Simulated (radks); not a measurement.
Values are calculated unless marked as measured or tabulated.
Effect of the nuclear size on neutral magnesium, [Ne] 3s2. Code: a radial shooting solver on a logarithmic mesh with Libxc functionals. Model: Dirac Kohn-Sham, LDA (Slater exchange, Perdew-Wang correlation), spin-unpolarised, spherical densities, finite nucleus; Fermi nuclear charge, rms radius 3.057 fm. The rms radius is varied about that value; shifts are against it.

rms radius (fm)  total energy shift (eV)  density at nucleus (e/bohr^3)  1s1/2 shift (meV)
2.6229                         -0.000691                           1151             -0.286
2.788                          -0.000441                           1150             -0.183
3.057                                  0                           1149              0.000
3.3046                          0.000441                           1148              0.183
3.809                            0.00144                           1146              0.598

Slopes of the eigenvalues against <r^2> in GHz/fm^2, as finite differences over the two radii next to the reference (eigenvalue slopes, not the field-shift constants of lines): 1s1/2 28.1.
